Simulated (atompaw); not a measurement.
# Reading a pseudo-wave (Cd (Z = 48))

Columns: radius, all-electron u(r) and pseudo u(r) of the 4p shell (level -68.98 eV) of cadmium in the configuration [Ar] 3d10 4s2 4p6 4d10 5s1.75 5p0; PBEsol, scalar-relativistic, PAW (atompaw) scheme, atompaw 4.2.0.5.

| r (bohr) | all-electron | pseudo |
| --- | --- | --- |
| 0.071 | 0.4161 | 0.0096 |
| 0.142 | -0.0541 | 0.0380 |
| 0.213 | -0.5391 | 0.0835 |
| 0.285 | -0.6215 | 0.1444 |
| 0.356 | -0.3882 | 0.2158 |
| 0.427 | -0.0180 | 0.2946 |
| 0.498 | 0.3616 | 0.3770 |
| 0.569 | 0.6826 | 0.4590 |
| 0.640 | 0.9197 | 0.5369 |
| 0.712 | 1.0733 | 0.6080 |
| 0.783 | 1.1501 | 0.6673 |
| 0.854 | 1.1685 | 0.7135 |
| 0.925 | 1.1441 | 0.7446 |
| 0.996 | 1.0905 | 0.7600 |
| 1.067 | 1.0187 | 0.7597 |
| 1.138 | 0.9372 | 0.7451 |
| 1.210 | 0.8507 | 0.7177 |
| 1.281 | 0.7659 | 0.6807 |
| 1.352 | 0.6843 | 0.6359 |
| 1.423 | 0.6077 | 0.5851 |
| 1.494 | 0.5369 | 0.5295 |
| 1.565 | 0.4724 | 0.4713 |
| 1.637 | 0.4134 | 0.4134 |
| 1.708 | 0.3614 | 0.3614 |
| 1.779 | 0.3151 | 0.3151 |
| 1.850 | 0.2742 | 0.2742 |

Task: How many radial nodes do the two functions have?

Result: The all-electron 4p function has n − l − 1 = 2; the pseudo-wave has 0, since the states of the same l below it are removed with the core.

Task: At about which radius was the pseudo-wave matched?

Result: 1.65 bohr, where the columns begin to agree (steps of 0.07 bohr).

Task: Is the pseudo-wave norm-conserving?

Result: No, it belongs to a PAW set: the norm inside the radius is not constrained, and the difference is carried by the augmentation charge.
